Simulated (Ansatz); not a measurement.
Cost and result for the atomization energy of `N[Si](F)(S)I` (8 atoms, 7 bonds).

The species carries charge 0 and has multiplicity 1. Correlated methods include outer-core shells of I, which these sets cover unevenly. I takes the def2 core potential. The structure was optimised at the PBE0-D4/def2-TZVP level. It is one conformer, not always the lowest. Program: Ansatz. All runs use 4 threads of an Arm Neoverse V1 on a shared host. Times are those of one run each, without the atoms' runs, and a repeat can differ threefold. Electronic energies, without spin–orbit coupling; frozen cores. CCSD(T)/CBS adds CCSD(T) − MP2 in def2-TZVPP to the MP2 limit, and its time is that of the two runs behind it. T1 = 0.010. With those shells the extrapolation isn't a true limit. B3LYP takes the VWN-RPA correlation (the form of Gaussian; ORCA's B3LYP/G).

CCSD(T)/CBS is a level of theory with its own doubt, some kJ/mol a heavy atom from the limit and from the frozen cores, so smaller differences don't rank the functionals.

| level | functions | wall time | atomization (kJ/mol) | difference from CCSD(T)/CBS | per bond |
| --- | --- | --- | --- | --- | --- |
| LDA (SPW92)/def2-TZVPP | 238 | 1.4 s | 3158.7 | 406.5 | 58.1 |
| revPBE-D4/def2-TZVPP | 238 | 2.4 s | 2705.8 | -46.4 | -6.6 |
| BHLYP-D4/def2-TZVPP | 238 | 4.2 s | 2629.3 | -122.9 | -17.6 |
| CAM-B3LYP-D4/def2-TZVPP | 238 | 4.4 s | 2726.6 | -25.6 | -3.7 |
| r2SCAN-D4/def2-TZVPP (with forces) | 238 | 6 s | 2736.7 | -15.5 | -2.2 |
| B3LYP-D4/def2-TZVPP (with forces) | 238 | 6 s | 2716.6 | -35.6 | -5.1 |
| B2PLYP/def2-TZVPP | 238 | 7 s | 2685.2 | -67.0 | -9.6 |
| CCSD(T)/def2-SVP | 105 | 7.5 s | 2448.1 | -304.1 | -43.4 |
| B97M-V/def2-TZVPP | 238 | 9 s | 2741.9 | -10.3 | -1.5 |
| ωB97M-V/def2-TZVPP (with forces) | 238 | 14 s | 2744.4 | -7.8 | -1.1 |
| MP2/def2-QZVPP | 426 | 20 s | 2788.8 | 36.6 | 5.2 |
| CCSD(T)/def2-TZVPP | 238 | 4.1 min | 2637.4 | -114.8 | -16.4 |
| CCSD(T)/CBS(def2) | – | 4.4 min | 2752.2 | 0.0 | 0.0 |

The D4 term adds +44.2 kJ/mol with B3LYP and +23.1 kJ/mol with PBE0; it sums over pairs of atoms, weighted by their polarisabilities, and B3LYP, whose exchange is more repulsive, gets the larger term. Leaving LDA and LC-ωPBE aside and taking each functional with its dispersion term where it has one, the values, not all of them listed here, spread over 154.0 kJ/mol, from BHLYP-D4 to PBE-D4. LDA lies +402.3 kJ/mol from PBE without D4, its usual overbinding. In def2-TZVPP, CCSD(T) changes the Hartree–Fock value by +754.1 kJ/mol (the triples alone add +53.8 kJ/mol) and MP2 by +836.8 kJ/mol; breaking electron pairs costs correlation energy, which Hartree–Fock lacks.

Spin–orbit coupling would lower the free I atoms strongly, and the atomization energy with them, by more than many differences here.
